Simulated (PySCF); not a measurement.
A ladder for the ionisation energy of Al⁺

Al⁺ [Ne] 3s2 (1S) → Al²⁺ [Ne] 3s1 (2S). Scalar values calculated with PySCF 2.14 in dyall-acv3z (spin-free X2C; valence and next inner shell: 1s2 frozen; valence: [Ne] frozen). The spin-orbit shift comes from two-component X2C-1e calculations (generalised Hartree-Fock, GHF, and MP2 on its spinors, GMP2) in x2c-QZVPPall-2c: GMP2 gives 18.350 eV without and 18.350 eV with screened spin-orbit coupling, a shift of 0.000 eV (GHF: 0.000 eV). Sums use unrounded values; where a UHF row is shifted, it takes the GHF shift.

```json
{"method": "UHF", "scalar (eV)": "17.551", "plus spin-orbit shift (eV)": "17.551", "error (eV)": "-1.278"}
{"method": "MP2 (valence and next inner shell)", "scalar (eV)": "18.564", "plus spin-orbit shift (eV)": "18.564", "error (eV)": "-0.264"}
{"method": "SCS-MP2 (valence and next inner shell)", "scalar (eV)": "18.672", "plus spin-orbit shift (eV)": "18.672", "error (eV)": "-0.156"}
{"method": "CCSD (valence and next inner shell)", "scalar (eV)": "18.759", "plus spin-orbit shift (eV)": "18.759", "error (eV)": "-0.069"}
{"method": "CCSD(T) (valence and next inner shell)", "scalar (eV)": "18.805", "plus spin-orbit shift (eV)": "18.805", "error (eV)": "-0.023"}
{"method": "LDA", "scalar (eV)": "18.925", "plus spin-orbit shift (eV)": "18.925", "error (eV)": "0.096"}
{"method": "PBE", "scalar (eV)": "18.790", "plus spin-orbit shift (eV)": "18.790", "error (eV)": "-0.039"}
{"method": "PBE0", "scalar (eV)": "18.684", "plus spin-orbit shift (eV)": "18.684", "error (eV)": "-0.145"}
{"method": "r2SCAN", "scalar (eV)": "18.413", "plus spin-orbit shift (eV)": "18.413", "error (eV)": "-0.416"}
{"method": "PW91", "scalar (eV)": "18.842", "plus spin-orbit shift (eV)": "18.842", "error (eV)": "0.013"}
{"method": "wB97X-V", "scalar (eV)": "18.689", "plus spin-orbit shift (eV)": "18.689", "error (eV)": "-0.140"}
{"method": "B3LYP", "scalar (eV)": "18.938", "plus spin-orbit shift (eV)": "18.938", "error (eV)": "0.110"}
{"method": "MP2 (valence)", "scalar (eV)": "18.335", "plus spin-orbit shift (eV)": "18.335", "error (eV)": "-0.494"}
{"method": "SCS-MP2 (valence)", "scalar (eV)": "18.492", "plus spin-orbit shift (eV)": "18.492", "error (eV)": "-0.337"}
{"method": "CCSD (valence)", "scalar (eV)": "18.642", "plus spin-orbit shift (eV)": "18.642", "error (eV)": "-0.186"}
{"method": "CCSD(T) (valence)", "scalar (eV)": "18.642", "plus spin-orbit shift (eV)": "18.642", "error (eV)": "-0.186"}
{"method": "CCSDT (valence)", "scalar (eV)": "18.642", "plus spin-orbit shift (eV)": "18.642", "error (eV)": "-0.186"}
{"method": "FCI (valence)", "scalar (eV)": "18.642", "plus spin-orbit shift (eV)": "18.642", "error (eV)": "-0.186"}
```

Reference: 18.829 eV (measured; NIST Atomic Spectra Database, ionization energies).

The errors of the correlated levels include the incompleteness of the basis and the frozen core, so a lower level can come closer by cancellation.
